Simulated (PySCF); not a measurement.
**Field gradients at the hydrogen positions**

C4H10P2Si.
Z-matrix (Å and degrees, GFN2-xTB geometry), rows numbered from 1:
```
C 
C   1  1.3185
C   2  1.4955  1  125.66
P   3  1.8703  2  114.16  1    11.53
P   4  2.0320  3   98.62  2  -100.85
C   5  1.8511  4  100.46  3   177.99
Si  6  1.9103  5  111.49  4   -88.31
H   1  1.0766  2  122.08  3   179.37
H   1  1.0802  2  121.57  3    -0.60
H   2  1.0840  1  120.10  3  -179.11
H   3  1.0951  2  109.26  1  -111.82
H   3  1.0962  2  108.78  1   131.37
H   6  1.0911  5  107.43  4   151.61
H   6  1.0893  5  110.15  4    34.17
H   7  1.4638  6  108.97  5   -55.12
H   7  1.4640  6  108.10  5  -175.29
H   7  1.4643  6  108.30  5    64.96
```

Level: PBE0/pcSseg-1 (PySCF, non-relativistic); Q(2H) = 0.00286 b; rigid geometry, the same for H and D, with no vibrational averaging.

Question: Rank these positions by the coupling χzz of a deuteron there, largest first.
A. H9 (vinylic hydrogen)
B. H13 (methylene hydrogen)
C. H17 (Si–H hydrogen)
D. H12 (methylene hydrogen)
E. H8 (vinylic hydrogen)

Answer: E (228 kHz), A (219 kHz), B (211 kHz), D (200 kHz), C (108 kHz).

Question: Give the electric field gradient Vzz (the principal value of largest size), its asymmetry and the 2H coupling at each hydrogen.

Answer: 
| atom | bonded to | bond length (Å) | Vzz (au) | η | χzz (kHz) |
| --- | --- | --- | --- | --- | --- |
| H8 | C1 | 1.077 | 0.3389 | 0.05 | 228 |
| H9 | C1 | 1.080 | 0.3265 | 0.08 | 219 |
| H10 | C2 | 1.084 | 0.3211 | 0.06 | 216 |
| H11 | C3 | 1.095 | 0.2982 | 0.03 | 200 |
| H12 | C3 | 1.096 | 0.2982 | 0.03 | 200 |
| H13 | C6 | 1.091 | 0.3140 | 0.03 | 211 |
| H14 | C6 | 1.089 | 0.3157 | 0.02 | 212 |
| H15 | Si7 | 1.464 | 0.1618 | 0.02 | 109 |
| H16 | Si7 | 1.464 | 0.1622 | 0.01 | 109 |
| H17 | Si7 | 1.464 | 0.1613 | 0.01 | 108 |

Question: Average by the element that carries the hydrogen.

Answer: on C: 212 kHz over 7 positions, mean bond length 1.088 Å; on Si: 109 kHz over 3 positions, mean bond length 1.464 Å.

Question: How does χzz go with the bond length over the 7 C–H bonds?

Answer: A straight-line fit has a slope of -12.9 kHz for each 0.01 Å, with a correlation coefficient of -0.97, over lengths from 1.077 to 1.096 Å. The longer bonds have the smaller couplings here.

Isolated species at its GFN2-xTB geometry (one conformer only). GFN2-xTB bond lengths can be off by several hundredths of an ångström, more for odd bonds, and the gradients follow them. The small basis limits the accuracy of the gradients.
